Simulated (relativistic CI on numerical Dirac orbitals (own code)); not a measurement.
**One change at a time: Sb XVI**

Base calculation: Dirac-Coulomb-Breit CI, orbitals from a KLI potential per configuration, a model potential for QED, unscaled Slater integrals.

Configuration list (outside the closed core [Ar] 3d10): 4s2 4p6, 4s2 4p5 4d, 4s 4p6 4d, 4s2 4p5 4f, 4s 4p6 4f, 4s2 4p5 5s, 4s2 4p5 5p, 4s 4p6 5s, 4s2 4p5 5d, 4s 4p6 5p, 4p6 4d 4f, 4s2 4p5 5f, 4s2 4p5 6s, 4s2 4p5 5g, 4s 4p6 5d, 4s2 4p5 6p, 4s2 4p5 6d, 4s 4p6 5f, 4s2 4p5 6f, 4s2 4p5 7s, 4s 4p6 6s, 4p6 4d2, 4p5 4d3, 4p5 4d2 4f, 4p5 4d2 5s, 4p5 4d2 5p, 4p6 4f2, 4p5 4d 4f2, 4p5 4f3, 4p5 4f2 5s, 4p5 4f2 5p, 4p6 4d 5s, 4p5 4d 4f 5s, 4p5 4d 5s2, 4p5 4d 5s 5p. Double excitations out of closed p, d and f shells are left out; levels of such configurations are missing from the list, as are those of other unlisted configurations, and high levels can miss mixing partners. These lack a partner that the ground configuration has and come out too high: 4s2 4p5 5d, 4s2 4p5 5f, 4s2 4p5 6s, 4s2 4p5 5g, 4s2 4p5 6p.

The lowest level and the first level of each name with at least 55 % of one term (blank where a level has no safe partner in the second run):

| Level | Base (cm⁻¹) | Shift (cm⁻¹) |
| --- | --- | --- |
| 4s2 4p6 1S_0 | 0 | 0 |
| 4s2 4p5 4d 3P°_0 | 556497 | -244 |
| 4s2 4p5 4d 3P°_1 | 566690 | -236 |
| 4s2 4p5 4d 3F°_3 | 586356 | +2010 |
| 4s2 4p5 4d 3P°_2 | 586466 | -81 |
| 4s2 4p5 4d 3F°_4 | 587846 | +2714 |
| 4s2 4p5 4d 3D°_3 | 625278 | -26 |
| 4s2 4p5 4d 3D°_1 | 654740 | -181 |
| 4s2 4p5 4d 3F°_2 | 670517 | +1605 |
| 4s2 4p5 4d 1P°_1 | 820098 | +1592 |
| 4s 4p6 4d 3D_1 | 1071524 | +23605 |
| 4s 4p6 4d 3D_2 | 1078036 | +22358 |
| 4s 4p6 4d 3D_3 | 1089771 | +21263 |
| 4s 4p6 4d 1D_2 | 1152724 | +4361 |

At this charge energies of transitions that change n are usually good to better than 1 %, and those within a shell (Δn = 0) to a few per cent. Levels and lines within the n = 5 or 6 shells can be off by up to 10 % or somewhat more, and those that change n by about 2 %, since core polarisation is missing.

Problem. One thing was changed in a second run, which moved the levels as shown. Which?
A. valence Slater integrals scaled by 0.9
B. QED terms removed
C. Breit term removed
D. only the first 3 configurations

Solution. D. Only the first 3 configurations. With fewer configurations the levels that remain lose their mixing partners.

LS names give the leading component of a level, which can be under half, so a name can repeat, a term be missing and a line seem to break the LS rules.
